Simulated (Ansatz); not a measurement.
Cost and result for the atomization energy of BClFGeH₃, SMILES `F[B](Cl)[GeH3]` (7 atoms, 6 bonds).

```xyz
7

F     1.9740   -0.1259    1.0079
B     1.0879   -0.4608    0.0964
Cl    1.5588   -1.6875   -1.0636
Ge   -0.7923    0.4115    0.0176
H    -0.9811    1.4565    1.1267
H    -1.8638   -0.6798    0.1646
H    -0.9834    1.0859   -1.3495
```

Charge 0, multiplicity 1. Correlated methods include outer-core shells of Ge, which these sets cover unevenly. Scalar relativity is left out up to krypton. The geometry is a stationary point of PBE0-D4/def2-TZVP. Program: Ansatz. All runs use 2 threads of a server CPU on a shared host. Times are those of one run each, without the atoms' runs, and a repeat can differ threefold. Electronic energies, without spin–orbit coupling; frozen cores. CCSD(T)/CBS adds CCSD(T) − MP2 in def2-TZVPP to the MP2 limit, and its time is that of the two runs behind it. T1 = 0.013. With those shells the extrapolation isn't a true limit. B3LYP takes the VWN-RPA correlation (the form of Gaussian; ORCA's B3LYP/G).

CCSD(T)/CBS is a level of theory with its own doubt, some kJ/mol a heavy atom from the limit and from the frozen cores, so smaller differences don't rank the functionals.

| level | functions | wall time |
| --- | --- | --- |
| LDA (SPW92)/def2-TZVPP | 194 | 1.3 s |
| PBE-D4/def2-TZVPP (with forces) | 194 | 2.4 s |
| CAM-B3LYP-D4/def2-TZVPP | 194 | 3.2 s |
| B3LYP-D4/def2-TZVPP (with forces) | 194 | 4.4 s |
| CCSD(T)/def2-SVP | 93 | 4.5 s |
| r2SCAN-D4/def2-TZVPP (with forces) | 194 | 4.6 s |
| r2SCANh-D4/def2-TZVPP | 194 | 5.5 s |
| B97M-V/def2-TZVPP | 194 | 7.5 s |
| ωB97X-V/def2-TZVPP | 194 | 7.5 s |
| ωB97M-V/def2-TZVPP (with forces) | 194 | 10 s |
| MP2/def2-QZVPP | 363 | 18 s |
| CCSD(T)/def2-TZVPP | 194 | 80 s |
| CCSD(T)/CBS(def2) | – | 98 s |

(1) What atomization energy does each give, and how far from CCSD(T)/CBS? (An estimate is asked.)

## Answers

(1) Computed: 
```
                             level  atomization (kcal/mol)  difference from CCSD(T)/CBS  per bond
            LDA (SPW92)/def2-TZVPP                   621.9                         80.2      13.4
   PBE-D4/def2-TZVPP (with forces)                   548.6                          6.9       1.2
           CAM-B3LYP-D4/def2-TZVPP                   542.2                          0.5       0.1
 B3LYP-D4/def2-TZVPP (with forces)                   537.5                         -4.2      -0.7
                  CCSD(T)/def2-SVP                   514.0                        -27.7      -4.6
r2SCAN-D4/def2-TZVPP (with forces)                   547.4                          5.7       0.9
             r2SCANh-D4/def2-TZVPP                   543.4                          1.7       0.3
                 B97M-V/def2-TZVPP                   550.8                          9.1       1.5
                ωB97X-V/def2-TZVPP                   544.5                          2.8       0.5
  ωB97M-V/def2-TZVPP (with forces)                   541.4                         -0.3       0.0
                    MP2/def2-QZVPP                   547.7                          6.0       1.0
                CCSD(T)/def2-TZVPP                   530.8                        -10.9      -1.8
                 CCSD(T)/CBS(def2)                   541.7                          0.0       0.0
```

From BLYP to BHLYP (50 % exact exchange), in def2-TZVPP and without D4, the atomization energy moves by −8.0 kcal/mol: exact exchange takes away binding that semilocal exchange gives to molecules. At CCSD(T), def2-SVP lies −27.6 kcal/mol from the extrapolated value and def2-TZVPP −10.8 kcal/mol: correlation converges slowly with the basis, and small sets miss more of it in the bonded molecule than in its fragments. The D4 term adds +5.4 kcal/mol with B3LYP and +2.8 kcal/mol with PBE0; it sums over pairs of atoms, weighted by their polarisabilities, and B3LYP, whose exchange is more repulsive, gets the larger term.
